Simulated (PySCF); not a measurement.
Species: TeBr2.
Structure used (PBE0-D3(BJ)/def2-SVP), in Å, numbered top down from 1:
```
atom  x, y, z in Å
Te1   -0.0001   -0.0052   -1.0898
Br2    1.8900   -0.0012    0.5447
Br3   -1.8899    0.0064    0.5451
```

Method: PySCF 2.14.0, density-fitted response routines, TDDFT CAM-B3LYP/def2-SVPD, vertical, gas phase, core orbitals frozen in the response, def2 core potentials past Kr. Spin–orbit coupling is left out.

Computed singlets with f of 0.002 or more:

| state | ν̃ (cm⁻¹) | f |
| --- | --- | --- |
| S3 | 35070 | 0.0052 |
| S4 | 35810 | 0.0083 |
| S6 | 38670 | 0.0026 |
| S7 | 40090 | 0.0088 |
| S9 | 45230 | 0.133 |

Question: Give A, τ, |μ| and ∫σ dE for each state.

Answer: For one non-degenerate pair of states in vacuum, A = 0.6670 f ν̃² s⁻¹ with ν̃ in cm⁻¹, τ = 1/A, |μ|² = 3f / (2ΔE) in atomic units, and the integrated cross-section is ∫σ dE = 109.76 f Mb·eV.

```json
{"state": "S3", "A (s⁻¹)": "4.3×10⁶", "τ": "230 ns", "|μ| (D)": "0.56", "∫σ dE (Mb·eV)": "0.57"}
{"state": "S4", "A (s⁻¹)": "7.1×10⁶", "τ": "140 ns", "|μ| (D)": "0.70", "∫σ dE (Mb·eV)": "0.91"}
{"state": "S6", "A (s⁻¹)": "2.6×10⁶", "τ": "390 ns", "|μ| (D)": "0.38", "∫σ dE (Mb·eV)": "0.28"}
{"state": "S7", "A (s⁻¹)": "9.4×10⁶", "τ": "110 ns", "|μ| (D)": "0.68", "∫σ dE (Mb·eV)": "0.96"}
{"state": "S9", "A (s⁻¹)": "1.8×10⁸", "τ": "5.5 ns", "|μ| (D)": "2.50", "∫σ dE (Mb·eV)": "15"}
```

Leading configurations: S3 H-1→L (73%); S4 H-1→L+1 (66%); S6 H-2→L+1 (84%); S7 H-3→L (67%); S9 H-3→L+1 (67%) (H = HOMO, L = LUMO).

These lifetimes count emission to the ground state at the vertical energy alone; relaxation of the geometry and all other decay channels are left out.

Question: Which computed singlets stay under f = 0.002?

Answer: S1 (2.17 eV, f 0.0012), S2 (2.18 eV, f 0.0000), S5 (4.57 eV, f 0.0000), S8 (5.58 eV, f 0.0003) and S10 (5.72 eV, f 0.0000).

Question: What is the integrated cross-section of all computed states together?

Answer: Σf = 0.159 over S1 to S10, so 109.76 × Σf ≈ 17.5 Mb·eV.

Question: By what factor does the largest A in the list exceed the smallest?

Answer: S9 has 70 times the rate of S6.

All these states lie below the vertical ionisation energy of 8.79 eV (ΔSCF).
